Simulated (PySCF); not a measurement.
PySCF input file for Al(F)(OMe)(SiH3) (CH6AlFOSi), SMILES C[O][Al]([F])[SiH3], B3LYP-D3(BJ)/def2-SVP. Geometry: B3LYP-D3(BJ)/def2-SVP. The structure was generated by enumeration; whether it is a known compound was not checked. The values are those of a single conformer.

```python
import numpy as np
from pyscf import gto, scf, dft, df
from pyscf.hessian import thermo

mol = gto.M(
    atom='''
    Al   -0.32523283    0.07070118   -0.02575031
    F    -1.95275148    0.32805740   -0.30560265
    O     0.49160711   -1.06780777   -0.96598867
    C     0.29960533   -1.97676349   -2.01212997
    H     0.55715768   -2.99997004   -1.68495474
    H    -0.74350779   -1.98949756   -2.37848143
    H     0.95590833   -1.72655714   -2.86482759
    Si    0.85540352    1.31836571    1.68827935
    H     0.99810137    2.75085048    1.28442627
    H     2.22009823    0.75650823    1.91161570
    H     0.10889439    1.28295731    2.98217820
    ''',
    basis='def2-SVP',
    charge=0,
    spin=0,
    max_memory=1600,
    verbose=3,
)
mf = dft.RKS(mol, xc='b3lyp').density_fit(auxbasis='def2-universal-jkfit')
mf.disp = 'd3bj'
mf.grids.level = 3
mf.conv_tol = 1e-11
mf.max_cycle = 100
mf.kernel()

# [left out here: the lines that compute and print the analytic Hessian (its translational invariance restored by hand, since the grid's response is missing), thermochemistry and intensities]
```

Log of the run:

```
converged SCF energy = -748.537947423674

WARN: DFTD3 does not support analytical Hessian, using finite difference


WARN: Mole.unit (angstrom) is changed to Bohr

Mode                                 0                   1                   2
Irrep
Freq [cm^-1]                      -12.4494             65.5130             80.2970
Reduced mass [au]                   1.0574              1.0443              3.5446
Force const [Dyne/A]               -0.0001              0.0026              0.0135
Char temp [K]                     -17.9119             94.2587            115.5295
Normal mode                   x     y     z       x     y     z       x     y     z
       0  Al                -0.01 -0.01  0.01   -0.00 -0.01  0.01    0.07 -0.02  0.00
       1   F                -0.01 -0.03  0.02   -0.01 -0.02  0.02    0.07 -0.05 -0.03
       2   O                 0.00  0.01 -0.01   -0.00 -0.00  0.00    0.05 -0.03 -0.01
       3   C                 0.01  0.03 -0.02    0.00  0.02 -0.02   -0.16  0.03 -0.03
       4   H                 0.03  0.02 -0.04   -0.53 -0.07  0.12   -0.22 -0.01 -0.09
       5   H                 0.01  0.02 -0.02    0.13  0.43 -0.39   -0.20  0.14  0.09
       6   H                 0.01  0.05 -0.02    0.42 -0.28  0.21   -0.23 -0.00 -0.09
       7  Si                 0.01  0.00 -0.01    0.00  0.01 -0.01   -0.04  0.04  0.03
       8   H                 0.49 -0.12 -0.28   -0.02  0.01 -0.03   -0.06  0.04  0.00
       9   H                -0.19 -0.33  0.36    0.01  0.03 -0.02   -0.03  0.09  0.13
      10   H                -0.25  0.49 -0.14    0.02  0.02 -0.00   -0.12  0.05 -0.01
Mode                                 3                   4                   5
Irrep
Freq [cm^-1]                      100.8420            125.3194            219.8068
Reduced mass [au]                   3.5395              5.8184              6.3231
Force const [Dyne/A]                0.0212              0.0538              0.1800
Char temp [K]                     145.0892            180.3067            316.2530
Normal mode                   x     y     z       x     y     z       x     y     z
       0  Al                 0.01  0.05 -0.05   -0.04  0.03  0.02   -0.03 -0.10  0.09
       1   F                -0.01 -0.03  0.03   -0.04 -0.09 -0.11    0.02  0.06 -0.05
       2   O                 0.04  0.11 -0.10    0.05  0.04  0.07    0.03  0.09 -0.08
       3   C                -0.03 -0.09  0.08   -0.04  0.07  0.06   -0.00 -0.01  0.01
       4   H                -0.09 -0.04  0.28   -0.07  0.05  0.03    0.00  0.02  0.10
       5   H                -0.03 -0.09  0.09   -0.06  0.12  0.11   -0.02 -0.04  0.05
       6   H                -0.02 -0.30  0.03   -0.07  0.06  0.03   -0.03 -0.09 -0.03
       7  Si                -0.01 -0.03  0.03    0.05 -0.03 -0.01    0.00  0.00 -0.01
       8   H                 0.07 -0.02  0.10    0.11 -0.02  0.02   -0.09 -0.04 -0.20
       9   H                -0.04 -0.09  0.07    0.04 -0.12 -0.14    0.04  0.10 -0.05
      10   H                -0.07 -0.06 -0.01    0.16 -0.03  0.05    0.10  0.13  0.05
Mode                                 6                   7                   8
Irrep
Freq [cm^-1]                      250.8165            393.5035            472.9200
Reduced mass [au]                   8.2652             10.1853              1.2340
Force const [Dyne/A]                0.3063              0.9292              0.1626
Char temp [K]                     360.8691            566.1640            680.4266
Normal mode                   x     y     z       x     y     z       x     y     z
       0  Al                 0.00  0.01  0.03    0.06  0.05  0.07    0.01  0.04 -0.04
       1   F                 0.01 -0.07 -0.07    0.08 -0.04 -0.01   -0.00 -0.01  0.01
       2   O                -0.13 -0.01 -0.06   -0.10  0.04  0.01   -0.00 -0.01  0.01
       3   C                 0.01 -0.05 -0.04    0.00  0.03  0.03   -0.00 -0.00  0.00
       4   H                 0.06 -0.02  0.00    0.04  0.05  0.06   -0.00 -0.00 -0.00
       5   H                 0.04 -0.13 -0.12    0.02 -0.03 -0.03   -0.00 -0.00  0.00
       6   H                 0.06 -0.02  0.00    0.04  0.04  0.06   -0.00 -0.00  0.00
       7  Si                 0.05  0.06  0.07   -0.05 -0.05 -0.07   -0.01 -0.04  0.04
       8   H                 0.05  0.05  0.07   -0.08 -0.06 -0.09   -0.23 -0.18 -0.57
       9   H                 0.05  0.04  0.06   -0.04 -0.02 -0.04    0.13  0.25 -0.12
      10   H                 0.06  0.05  0.08   -0.08 -0.05 -0.09    0.27  0.43  0.20
Mode                                 9                  10                  11
Irrep
Freq [cm^-1]                      482.0034            709.5064            862.7965
Reduced mass [au]                   1.1806              7.7759              2.2205
Force const [Dyne/A]                0.1616              2.3063              0.9739
Char temp [K]                     693.4955           1020.8218           1241.3720
[...]
       7  Si                -0.03 -0.02 -0.03    0.02 -0.01 -0.01    0.01  0.02 -0.02
       8   H                 0.24  0.06  0.31   -0.53  0.16  0.41   -0.38  0.01 -0.16
       9   H                 0.07  0.29  0.27   -0.09 -0.31 -0.14   -0.26 -0.40  0.54
      10   H                 0.31  0.18  0.18   -0.12  0.59 -0.07    0.42 -0.23  0.22
Mode                                15                  16                  17
Irrep
Freq [cm^-1]                     1179.7624           1186.4652           1241.3385
Reduced mass [au]                   1.4408              1.2845              6.2053
Force const [Dyne/A]                1.1815              1.0653              5.6337
Char temp [K]                    1697.4154           1707.0592           1786.0097
Normal mode                   x     y     z       x     y     z       x     y     z
       0  Al                -0.01  0.01  0.01    0.00  0.00 -0.00   -0.02  0.03  0.02
       1   F                 0.00 -0.00  0.00   -0.00 -0.00  0.00    0.01 -0.00  0.00
       2   O                -0.05 -0.04 -0.06    0.01  0.04 -0.04    0.03 -0.13 -0.13
       3   C                 0.12  0.01  0.06   -0.03 -0.09  0.08   -0.02  0.11  0.11
       4   H                -0.27 -0.17 -0.19    0.05 -0.27 -0.51    0.12  0.12  0.08
       5   H                -0.02  0.43  0.45    0.07  0.21 -0.20    0.04 -0.12 -0.11
       6   H                -0.25 -0.08 -0.27    0.03  0.49  0.30    0.09  0.03  0.16
       7  Si                -0.00 -0.00 -0.00   -0.00 -0.00  0.00   -0.00 -0.00 -0.00
       8   H                 0.01  0.00  0.01   -0.00 -0.00 -0.00    0.01  0.00  0.02
       9   H                 0.00  0.01  0.01    0.00  0.00  0.00    0.00  0.02  0.01
      10   H                 0.01  0.00  0.00    0.00  0.00  0.00    0.02  0.01  0.01
Mode                                18                  19                  20
Irrep
Freq [cm^-1]                     1474.8713           1476.7734           1483.6213
Reduced mass [au]                   1.0412              1.0508              1.1258
Force const [Dyne/A]                1.3344              1.3502              1.4600
Char temp [K]                    2122.0115           2124.7482           2134.6007
Normal mode                   x     y     z       x     y     z       x     y     z
       0  Al                 0.00  0.00 -0.00   -0.00  0.00  0.00    0.01 -0.01 -0.00
       1   F                 0.00  0.00 -0.00    0.00 -0.00 -0.00   -0.00  0.00 -0.00
       2   O                 0.00  0.01 -0.01    0.01 -0.01 -0.01    0.00  0.02  0.02
       3   C                 0.01  0.04 -0.03    0.04 -0.03 -0.02    0.02  0.05  0.07
       4   H                -0.40 -0.15 -0.23   -0.46  0.03  0.49   -0.28 -0.17 -0.35
       5   H                -0.16 -0.49  0.46    0.06 -0.15 -0.13    0.18 -0.45 -0.43
       6   H                 0.39  0.07  0.30   -0.27  0.61 -0.04   -0.30 -0.24 -0.28
       7  Si                -0.00 -0.00  0.00   -0.00 -0.00 -0.00   -0.00 -0.00 -0.00
       8   H                -0.00 -0.00 -0.00   -0.00  0.00 -0.00    0.00 -0.00  0.00
       9   H                -0.00 -0.00  0.00   -0.00 -0.00 -0.00   -0.00  0.00  0.00
      10   H                 0.00  0.00  0.00   -0.00 -0.00 -0.00    0.00  0.00  0.00
Mode                                21                  22                  23
Irrep
Freq [cm^-1]                     2200.7347           2207.9222           2218.0470
Reduced mass [au]                   1.0264              1.0458              1.0479
Force const [Dyne/A]                2.9290              3.0038              3.0375
Char temp [K]                    3166.3672           3176.7085           3191.2758
Normal mode                   x     y     z       x     y     z       x     y     z
       0  Al                 0.00  0.00  0.00    0.00  0.00 -0.00   -0.00  0.00  0.00
       1   F                -0.00 -0.00 -0.00   -0.00 -0.00 -0.00    0.00 -0.00 -0.00
       2   O                 0.00 -0.00 -0.00    0.00 -0.00 -0.00    0.00 -0.00 -0.00
       3   C                 0.00  0.00  0.00    0.00  0.00  0.00    0.00  0.00  0.00
       4   H                -0.00  0.00 -0.00   -0.00  0.00 -0.00   -0.00  0.00 -0.00
       5   H                 0.00 -0.00 -0.00    0.00 -0.00 -0.00   -0.00  0.00  0.00
       6   H                -0.00 -0.00  0.00   -0.00 -0.00  0.00   -0.00 -0.00 -0.00
       7  Si                -0.00 -0.03 -0.00    0.01  0.02 -0.03   -0.03  0.02  0.00
       8   H                 0.08  0.84 -0.25   -0.04 -0.40  0.10   -0.03 -0.13  0.04
       9   H                 0.22 -0.11  0.03    0.18 -0.07  0.01    0.85 -0.35  0.14
      10   H                -0.20 -0.02  0.32   -0.43 -0.01  0.75    0.12  0.01 -0.24
Mode                                24                  25                  26
Irrep
Freq [cm^-1]                     2988.3024           3063.1825           3067.6109
Reduced mass [au]                   1.0312              1.1063              1.1061
Force const [Dyne/A]                5.4255              6.1162              6.1327
Char temp [K]                    4299.5019           4407.2376           4413.6091
Normal mode                   x     y     z       x     y     z       x     y     z
       0  Al                 0.00 -0.00 -0.00    0.00 -0.00 -0.00    0.00  0.00 -0.00
       1   F                -0.00  0.00  0.00    0.00  0.00  0.00   -0.00 -0.00  0.00
       2   O                -0.00  0.00  0.00    0.00  0.00  0.00   -0.00 -0.00  0.00
       3   C                 0.01  0.03  0.03   -0.09  0.02 -0.00    0.02  0.07 -0.06
       4   H                 0.13 -0.48  0.17    0.08 -0.38  0.14    0.17 -0.63  0.21
       5   H                -0.61  0.00 -0.20    0.68 -0.00  0.22    0.03  0.01 -0.00
       6   H                 0.32  0.13 -0.40    0.27  0.12 -0.36   -0.40 -0.15  0.49
       7  Si                -0.00 -0.00 -0.00   -0.00  0.00 -0.00    0.00  0.00 -0.00
       8   H                 0.00  0.00  0.00    0.00  0.00  0.00    0.00 -0.00  0.00
       9   H                 0.00  0.00  0.00    0.00 -0.00  0.00   -0.00 -0.00  0.00
      10   H                 0.00  0.00  0.00    0.00  0.00  0.00   -0.00 -0.00  0.00
temperature 298.1500 [K]
pressure 101325.00 [Pa]
Rotational constants [GHz] 4.51303 1.58250 1.19683
Symmetry number 1
Zero-point energy (ZPE) 0.06907 [Eh]   181351.747 [J/mol]
                           tot       elec      trans        rot        vib
Entropy [J/mol/K]       375.335      0.000    167.154    117.242     90.938
Cv [J/mol/K]            104.916      0.000     12.472     12.472     79.972
Cp [J/mol/K]            113.230      0.000     20.786     12.472     79.972
Internal energy [J/mol]                      3718.434   3718.434 194998.359
Internal energy [Eh]   -748.46084  -748.53795
Enthalpy [J/mol]                             6197.391   3718.434 194998.359
Enthalpy [Eh]          -748.45990
Gibbs free energy [J/mol]                  -43639.604 -31237.333 167885.065
Gibbs free energy [Eh] -748.50252
mode   freq/cm-1   IR/(km/mol)
   1      -12.45         0.003
   2       65.51         0.002
   3       80.30         2.798
   4      100.84         0.487
   5      125.32        11.390
   6      219.81        54.140
   7      250.82        28.234
   8      393.50        24.508
   9      472.92         0.127
  10      482.00         6.456
  11      709.51        88.399
  12      862.80       217.725
  13      880.66        87.582
  14      943.13        52.203
  15      943.90        42.024
  16     1179.76        52.716
  17     1186.47         0.678
  18     1241.34       374.327
  19     1474.87         1.807
  20     1476.77         2.229
  21     1483.62        23.083
  22     2200.73        60.305
  23     2207.92        82.069
  24     2218.05        84.021
  25     2988.30       105.377
  26     3063.18        42.944
  27     3067.61        39.906
max |gradient| / (hartree/bohr): 0.00014943755981388474
APT charges: [ 1.36   -0.6428 -1.084   0.6825 -0.0723 -0.0722 -0.0722  0.5836 -0.2255
 -0.2294 -0.2276]
```

The calculation finished and met its thresholds. The end point has an imaginary mode, so it is no minimum.
